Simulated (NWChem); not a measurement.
Program: NWChem. System: CHO₂, charge 1, spin multiplicity 3, at the geometry of a parent with another charge or spin, in a state set for the comparison that need not be this species' ground state. Its SCF solution wasn't tested for a lower state. Level: UHF/def2-TZVP.

Job file:

```
start mol
memory heap 200 mb stack 900 mb global 1100 mb
charge 1
geometry units angstroms nocenter noautoz
  O     -1.175288     0.000000    -0.165282
  C      0.000000     0.000000     0.209212
  O      1.175288     0.000000    -0.165282
  H      0.000000     0.000000     1.389236
  symmetry group C2v
end
basis spherical
  * library def2-tzvp
end
scf
  uhf
  nopen 2
  maxiter 100
  thresh 1e-7
  semidirect memsize 60000000 filesize 0
  # guess.movecs holds the orbitals of an unrestricted PBE0 run
  vectors input guess.movecs output mol.movecs
end
task scf energy
```

NWChem printed:

```
             Northwest Computational Chemistry Package (NWChem) 7.3.0
             --------------------------------------------------------

                                NWChem Input Module
                                -------------------

 Scaling coordinates for geometry "geometry" by  1.889725989
 (inverse scale =  0.529177249)

 Turning off AUTOSYM since
 SYMMETRY directive was detected!

                             Geometry "geometry" -> ""
                             -------------------------

 Output coordinates in angstroms (scale by  1.889725989 to convert to a.u.)

  No.       Tag          Charge          X              Y              Z
 ---- ---------------- ---------- -------------- -------------- --------------
    1 O                    8.0000    -1.17528800     0.00000000    -0.16528200
    2 C                    6.0000     0.00000000     0.00000000     0.20921200
    3 O                    8.0000     1.17528800     0.00000000    -0.16528200
    4 H                    1.0000     0.00000000     0.00000000     1.38923600

 Effective nuclear repulsion energy (a.u.)      62.6275220578

            Nuclear Dipole moment (a.u.)
            ----------------------------
        X                 Y               Z
 ---------------- ---------------- ----------------
     0.0000000000     0.0000000000    -0.0000075589

      Symmetry information
      --------------------

 Group name             C2v
 Group number             16
 Group order               4
 No. of unique centers     3

      Symmetry unique atoms

     1    2    4


 Summary of "ao basis" -> "" (spherical)
 ------------------------------------------------------------------------------
       Tag                 Description            Shells   Functions and Types
 ---------------- ------------------------------  ------  ---------------------
 *                         def2-tzvp                  on all atoms

 Summary of "ao basis" -> "ao basis" (spherical)
 ------------------------------------------------------------------------------
       Tag                 Description            Shells   Functions and Types
 ---------------- ------------------------------  ------  ---------------------
 O                         def2-tzvp                11       31   5s3p2d1f
 C                         def2-tzvp                11       31   5s3p2d1f
 H                         def2-tzvp                 4        6   3s1p

                                 NWChem SCF Module
                                 -----------------

  ao basis        = "ao basis"
  functions       =    99
  atoms           =     4
  alpha electrons =    12
  beta  electrons =    10
  charge          =   1.00
  wavefunction    = UHF
  use symmetry    = T
  symmetry adapt  = T

 Summary of "ao basis" -> "ao basis" (spherical)
 ------------------------------------------------------------------------------
       Tag                 Description            Shells   Functions and Types
 ---------------- ------------------------------  ------  ---------------------
 O                         def2-tzvp                11       31   5s3p2d1f
 C                         def2-tzvp                11       31   5s3p2d1f
 H                         def2-tzvp                 4        6   3s1p

      Symmetry analysis of basis
      --------------------------

        a1         39
        a2         13
        b1         29
        b2         18

 Forming initial guess at       0.0s

   Symmetry analysis of molecular orbitals - initial alpha
[...]
     7      0.274297  1 O  py                69      0.274297  3 O  py
    10      0.248664  1 O  py                72      0.248664  3 O  py
    38      0.236596  2 C  py                41      0.222544  2 C  py

 Vector    9  Occ=1.000000D+00  E=-9.896257D-01  Symmetry=a1
              MO Center=  8.7D-14,  4.2D-15,  4.4D-01, r^2= 1.3D+00
   Bfn.  Coefficient  Atom+Function         Bfn.  Coefficient  Atom+Function
  ----- ------------  ---------------      ----- ------------  ---------------
    39      0.351907  2 C  pz                42      0.311606  2 C  pz
    95      0.165413  4 H  s                  6     -0.157112  1 O  px
    68      0.157112  3 O  px

 Vector   10  Occ=1.000000D+00  E=-8.568625D-01  Symmetry=a2
              MO Center=  5.0D-16,  6.3D-16, -1.4D-01, r^2= 1.8D+00
   Bfn.  Coefficient  Atom+Function         Bfn.  Coefficient  Atom+Function
  ----- ------------  ---------------      ----- ------------  ---------------
     7      0.339503  1 O  py                69     -0.339503  3 O  py
    10      0.308232  1 O  py                72     -0.308232  3 O  py
    13      0.157101  1 O  py                75     -0.157101  3 O  py

 Vector   11  Occ=0.000000D+00  E=-2.805474D-01  Symmetry=b1
              MO Center=  1.5D-14, -7.1D-17, -5.1D-02, r^2= 2.2D+00
   Bfn.  Coefficient  Atom+Function         Bfn.  Coefficient  Atom+Function
  ----- ------------  ---------------      ----- ------------  ---------------
     8      0.250227  1 O  pz                14      0.249670  1 O  pz
    70     -0.250227  3 O  pz                76     -0.249670  3 O  pz
    43     -0.240331  2 C  px                 5     -0.223741  1 O  s
    67      0.223741  3 O  s                 11      0.222107  1 O  pz
    73     -0.222107  3 O  pz

 Vector   12  Occ=0.000000D+00  E=-2.584652D-01  Symmetry=a1
              MO Center= -2.1D-14,  1.3D-15,  4.3D-02, r^2= 2.4D+00
   Bfn.  Coefficient  Atom+Function         Bfn.  Coefficient  Atom+Function
  ----- ------------  ---------------      ----- ------------  ---------------
    96      0.505208  4 H  s                 45     -0.315633  2 C  pz
     5     -0.260012  1 O  s                 67     -0.260012  3 O  s
     8     -0.237243  1 O  pz                70     -0.237243  3 O  pz
    11     -0.231989  1 O  pz                73     -0.231989  3 O  pz
    14     -0.222047  1 O  pz                76     -0.222047  3 O  pz

 Vector   13  Occ=0.000000D+00  E=-1.558176D-01  Symmetry=b2
              MO Center= -3.2D-15, -1.9D-15,  1.9D-01, r^2= 1.7D+00
   Bfn.  Coefficient  Atom+Function         Bfn.  Coefficient  Atom+Function
  ----- ------------  ---------------      ----- ------------  ---------------
    44      0.567334  2 C  py                41      0.477431  2 C  py
    38      0.373475  2 C  py                13     -0.347897  1 O  py
    75     -0.347897  3 O  py                 7     -0.231600  1 O  py
    69     -0.231600  3 O  py                10     -0.209384  1 O  py
    72     -0.209384  3 O  py

 center of mass
 --------------
 x =   0.00000000 y =   0.00000000 z =  -0.05781565

 moments of inertia (a.u.)
 ------------------
          11.792002729209           0.000000000000           0.000000000000
           0.000000000000         169.588759122592           0.000000000000
           0.000000000000           0.000000000000         157.796756393383

  Mulliken analysis of the total density
  --------------------------------------

    Atom       Charge   Shell Charges
 -----------   ------   -------------------------------------------------------
    1 O    8     7.91   0.79  1.18  0.62  1.01  0.29  1.75  1.79  0.43  0.00  0.03  0.00
    2 C    6     5.49   0.86  1.12  0.54  0.48  0.04  1.17  0.98  0.06  0.06  0.16  0.02
    3 O    8     7.91   0.79  1.18  0.62  1.01  0.29  1.75  1.79  0.43  0.00  0.03  0.00
    4 H    1     0.70   0.22  0.41  0.05  0.02

  Mulliken analysis of the alpha density
  --------------------------------------

    Atom       Charge   Shell Charges
 -----------   ------   -------------------------------------------------------
    1 O    8     4.47   0.40  0.59  0.32  0.52  0.14  1.12  1.12  0.24  0.00  0.02  0.00
    2 C    6     2.61   0.43  0.56  0.25  0.22  0.02  0.52  0.43  0.02  0.04  0.10  0.01
    3 O    8     4.47   0.40  0.59  0.32  0.52  0.14  1.12  1.12  0.24  0.00  0.02  0.00
    4 H    1     0.45   0.14  0.27  0.04  0.01

   Mulliken analysis of the beta density
   -------------------------------------

    Atom       Charge   Shell Charges
 -----------   ------   -------------------------------------------------------
    1 O    8     3.44   0.40  0.59  0.30  0.49  0.15  0.63  0.67  0.19  0.00  0.02  0.00
    2 C    6     2.88   0.43  0.56  0.28  0.26  0.02  0.64  0.56  0.04  0.02  0.06  0.01
    3 O    8     3.44   0.40  0.59  0.30  0.49  0.15  0.63  0.67  0.19  0.00  0.02  0.00
    4 H    1     0.24   0.08  0.14  0.01  0.01

   Mulliken analysis of the spin density
   -------------------------------------

    Atom       Charge   Shell Charges
 -----------   ------   -------------------------------------------------------
    1 O    8     1.03   0.00 -0.00  0.03  0.03 -0.02  0.50  0.44  0.06  0.00 -0.00 -0.00
    2 C    6    -0.27  -0.00  0.00 -0.03 -0.04  0.01 -0.12 -0.13 -0.02  0.02  0.04  0.00
    3 O    8     1.03   0.00 -0.00  0.03  0.03 -0.02  0.50  0.44  0.06  0.00 -0.00 -0.00
    4 H    1     0.21   0.06  0.12  0.02  0.00

       Multipole analysis of the density wrt the origin
       ------------------------------------------------

     L   x y z        total         alpha         beta         nuclear
     -   - - -        -----         -----         ----         -------
     0   0 0 0      1.000000    -12.000000    -10.000000     23.000000

     1   1 0 0      0.000000      0.000000     -0.000000      0.000000
     1   0 1 0      0.000000     -0.000000      0.000000      0.000000
     1   0 0 1      0.635186      0.404233      0.230960     -0.000008

     2   2 0 0     -9.692026    -49.305386    -39.310126     78.923486
     2   1 1 0      0.000000      0.000000      0.000000      0.000000
     2   1 0 1      0.000000     -0.000000      0.000000      0.000000
     2   0 2 0    -10.458877     -5.417033     -5.041843      0.000000
     2   0 1 1     -0.000000     -0.000000      0.000000      0.000000
     2   0 0 2     -7.712178    -10.238251     -6.864700      9.390774

 Task  times  cpu:        1.3s     wall:        1.3s

 Total times  cpu:        1.3s     wall:        1.3s
```
